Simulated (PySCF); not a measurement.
Se(SiH3)2 (H₆SeSi₂), SMILES [SiH3][Se][SiH3]. Coordinates come from a PBE-D3(BJ)/def2-SVP optimisation.

Give the equilibrium geometry at PBE-D3(BJ)/def2-SVP (PySCF confirms it by a frequency run) as a Z-matrix, and its point group. (The exact figures need the calculation; the answer reports its results.)

point group C2v.
```
Se
Si 1 2.3030
H 2 1.5013 1 105.91
H 2 1.5045 3 109.96 1 120.19
H 2 1.5045 3 109.96 4 119.61
Si 1 2.3030 2 94.82 3 180.00
H 6 1.5013 1 105.91 2 180.00
H 6 1.5045 7 109.96 1 -120.19
H 6 1.5045 7 109.96 8 -119.61
```
